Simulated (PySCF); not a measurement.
**Radial density of Mn⁺ (manganese, charge +1)**

UHF, [Ar] 3d5 4s1, high-spin 7S determinant. Computed with PySCF 2.14 in 6-31G* (5s4p2d1f, 34 functions), with the non-relativistic Hamiltonian (point nucleus).

```tsv
r (bohr)	4πr²ρ (e/bohr)	4πr²(ρα − ρβ)
0.00113	0.1584	0.0001
0.00191	0.4374	0.0001
0.00321	1.168	0.0004
0.00540	2.946	0.0010
0.00908	6.955	0.0023
0.0153	14.44	0.0046
0.0257	24.50	0.0072
0.0432	29.86	0.0066
0.0727	24.90	0.0034
0.122	25.31	0.0409
0.206	32.93	0.3445
0.346	17.15	1.5318
0.582	13.25	3.9065
0.979	12.09	3.8938
1.65	2.779	1.6422
2.77	0.5992	0.5808
4.66	0.08858	0.0886
7.83	0.001059	0.0011
```
